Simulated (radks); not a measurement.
Excited configurations of Cr IV: one electron is placed in a higher orbital outside [Ar] 3d2. The ground configuration is [Ar] 3d3. Method: Dirac Kohn-Sham, PBE, spin-unpolarised, spherical densities, finite nucleus; open shells fill j = l - 1/2 first; Fermi nuclear charge, rms radius 3.6452 fm; computed with a radial shooting solver on a logarithmic mesh with Libxc functionals. Excitation = E - E(ground); binding = E(ion) - E, where the ion is the core of charge +4; n* = 4/sqrt(2 binding) in atomic units, and the quantum defect is n - n*.

outer orbital,excitation (eV),binding (eV),n*,quantum defect,<r> (bohr)
5p1/2,32.511,15.894,3.701,1.299,5.032
5f5/2,39.138,9.268,4.847,0.153,7.387
6s1/2,37.282,11.124,4.424,1.576,7.478
6p1/2,38.459,9.947,4.678,1.322,8.144
7d3/2,42.678,5.728,6.165,0.835,13.84

The Delta-SCF ionisation energy is 48.405 eV (NIST Atomic Spectra Database: 49.16 eV, semi-empirical). Self-interaction in the functional shifts the binding energies and quantum defects, so they are the method's values and not measured ones. Spin polarisation and multiplet splitting are left out, so open shells lie too high by an amount that depends on their filling.

Beside tabulated values, note that spin-unpolarised runs miss the spin-polarisation part of the exchange energy of open shells.
